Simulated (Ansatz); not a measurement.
`C[O][GeH2][SeH]` + `O[SiH](O)F` → `O[Si](O)(F)[SeH]` + `C[O][GeH3]`  (formal exchange of groups at the Se–Ge bond)

Isolated molecules relaxed with PBE0-D4/def2-TZVP in Ansatz; ΔE leaves out vibrations. CCSD(T)/CBS adds triple-zeta CCSD(T) − MP2 to the extrapolated MP2 energy (def2 sets, frozen cores). This one scheme is used for every species. Functionals use def2-TZVPP. B3LYP here is the variant with VWN-RPA as its local correlation; programs differ in this. For Ge, Se outer-core shells are correlated without core-valence functions, which leaves a few kJ/mol of doubt a bond. Scalar relativity is left out up to krypton. Each species was taken in one conformer, which may not be the lowest.

`C[O][GeH2][SeH]`:

Z-matrix (Å, degrees):
```
C
O 1 1.409
H 1 1.092 2 107.8
H 1 1.097 2 111.9 3 119.2
H 1 1.098 2 112.0 3 -119.0
Ge 2 1.774 1 119.0 3 -179.2
Se 6 2.353 2 111.2 1 59.4
H 6 1.539 2 109.9 1 -56.5
H 6 1.530 2 104.1 1 -179.8
H 7 1.469 6 92.4 2 69.7
```

`O[SiH](O)F`:

Z-matrix (Å, degrees):
```
Si
O 1 1.619
F 1 1.595 2 111.7
O 1 1.630 2 108.7 3 118.8
H 1 1.469 2 107.5 3 -117.0
H 2 0.959 1 118.7 3 -79.5
H 4 0.958 1 118.6 2 -158.0
```

`O[Si](O)(F)[SeH]`:

```xyz
8

O    -0.689    0.230    1.377
Si   -0.069    0.174   -0.127
O     0.564    1.637   -0.415
F    -1.231   -0.162   -1.159
Se    1.525   -1.396   -0.434
H    -0.967   -0.591    1.787
H     0.276    2.354    0.153
H     0.591   -2.246   -1.182
```

`C[O][GeH3]`:

Z-matrix (Å, degrees):
```
C
O 1 1.406
H 1 1.099 2 112.2
H 1 1.093 2 108.1 3 119.0
H 1 1.099 2 112.2 3 -122.0
Ge 2 1.779 1 117.8 3 61.0
H 6 1.542 2 108.9 1 -59.8
H 6 1.531 2 104.9 1 -180.0
H 6 1.542 2 108.9 1 59.9
```

```csv
level,ΔE (kJ/mol)
B3LYP,17.4
CCSD/CBS(def2),13.8
```

(1) What does CCSD(T)/CBS give? (Estimate.)

Largest T1 diagnostic among the species: 0.011.

Results:

(1) The calculation gave: +13.8 kJ/mol. The listed levels differ from it by 3.6, 0.0 kJ/mol.
